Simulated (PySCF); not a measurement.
How methods differ on the excitation energy of Ta²⁺

Ta²⁺ [Xe] 4f14 5d3 (4F) → Ta²⁺ [Xe] 4f14 5d2 6s1 (4F), as a difference of total energies. Computed with PySCF 2.14 in def2-TZVPPD with the def2 core potential (60 electrons), with a scalar-relativistic core potential. Correlated levels: valence: 5s2 5p6 frozen; valence and next inner shell: nothing frozen outside the core potential. The calculations carry no spin-orbit coupling.

```
                                method  excitation energy (cm⁻¹)
                                   UHF                    6245.4
                                   LDA                    4167.9
                                   PBE                    5461.8
                                  PBE0                    6597.3
                                r2SCAN                    6134.9
                                  BLYP                    4435.0
                                  TPSS                    5880.9
                                 TPSSh                    6323.3
                               r2SCANh                    6441.9
                         MP2 (valence)                    6620.6
                     SCS-MP2 (valence)                    6370.5
    MP2 (valence and next inner shell)                    4884.4
SCS-MP2 (valence and next inner shell)                    5181.5
```

Question: How much does correlation contribute at MP2 (valence and next inner shell)?

Answer: 4884.4 − (6245.4) = -1361.0 cm⁻¹, measured against UHF.
